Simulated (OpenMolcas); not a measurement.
W5+: moving or changing the point charges

W5+ among 3 point charges of -1 e arranged as a planar triangle (D3h), 2.11 Å from the ion.
```
   2.1100    0.0000    0.0000  -1.00
  -1.0550    1.8273    0.0000  -1.00
  -1.0550   -1.8273    0.0000  -1.00
```

| Property | Result |
| --- | --- |
| Program | OpenMolcas 26.06 |
| Method | SS-CASPT2, IPEA 0.25 Eh, imaginary shift 0.1 Eh (closed shells correlated: 4f 5s 5p) |
| Basis | ANO-RCC-VDZP [7s6p4d2f1g] |
| Scalar Hamiltonian | DKH2, point nucleus |
| Active space | 1 electron in 5 orbitals (5d) |
| State averaging | 2S+1 = 2 even, 5 roots |
| Spin-orbit coupling | RASSI with atomic mean-field integrals over the reference wave functions |

Runs around this geometry, states (labels of D3, the rotations of D3h). Energies in cm-1 above the lowest state or level, χT in cm3 K/mol.

| R (Å) | q (e) | Ground state | First state of that spin | First gap with spin-orbit (degeneracies) | χT at 300 K |
| --- | --- | --- | --- | --- | --- |
| 2.11 | -0.65 | 2A1 | 2E 560 | 3300 (2, 2) | 0.192 |
| 1.95 | -1 | 2A1 | 2E 1260 | 5510 (2, 2) | 0.178 |
| 2.11 | -1 | 2A1 | 2E 1090 | 4730 (2, 2) | 0.182 |
| 2.27 | -1 | 2A1 | 2E 950 | 4000 (2, 2) | 0.186 |

Taking the first state of the same spin as R^-n, n = -ln(950 / 1260) / ln(2.27 / 1.95) = 1.9 between the shortest and longest distance.

Scaling the charges by -0.65 / -1 = 0.65 scales the first state of the same spin by 560 / 1090 = 0.51; with fixed orbitals a first-order splitting would follow the charge.

Roots that are degenerate in the reference are averaged as groups; the widest CASPT2 spread within a group is 85 cm-1 (the 2-fold group of multiplicity 2 near 9980 cm-1 above the lowest state of its run, R = 1.95, q = -1). Shifts and gaps below about the spread of the groups concerned are not significant. Free-ion shares, where given, are those of the reference states; single-state CASPT2 does not remix them. Spin-orbit coupling mixes the spin-free states strongly: the lowest level takes only 57 % from its leading state, 2E, which lies 558 cm-1 above the lowest spin-free state (figures for R = 2.11, q = -0.65; the like holds for R = 1.95, q = -1, R = 2.11, q = -1, R = 2.27, q = -1). This is an electrostatic model: the charges have no orbitals. No measured value stands beside these numbers.
